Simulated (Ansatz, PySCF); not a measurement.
Gas-phase reaction in SMILES: N[SiH3] + H+ -> [NH3+][SiH3]
Structures are relaxed separately at B3LYP-D3(BJ)/def2-TZVP in Ansatz (a first-principles code). Frequencies are from Ansatz or PySCF.

Quantity: proton affinity (enthalpy at 298 K, with B3LYP-D3(BJ) rigid-rotor harmonic-oscillator terms), positive where the reaction releases energy, in kcal/mol. Cores are frozen in the correlated levels unless marked. Spin-orbit coupling is left out. No relativistic terms. Basis-set limits of correlation are two-point, X^-3; Hartree-Fock from the larger set (for Q and 5 zeta extrapolated as (X+1)exp(-9√X)).

```
level           program  proton affinity (kcal/mol)
--------------  -------  --------------------------
HF/cc-pV(D+d)Z   Ansatz                       214.3
```

**Question.** Estimate the value at CCSD(T)/CBS(cc-pV(Q+d)Z,cc-pV(5+d)Z) as computed with Ansatz.

**Answer.** 207.4 kcal/mol, so HF/cc-pV(D+d)Z differs from it by 6.9 kcal/mol.
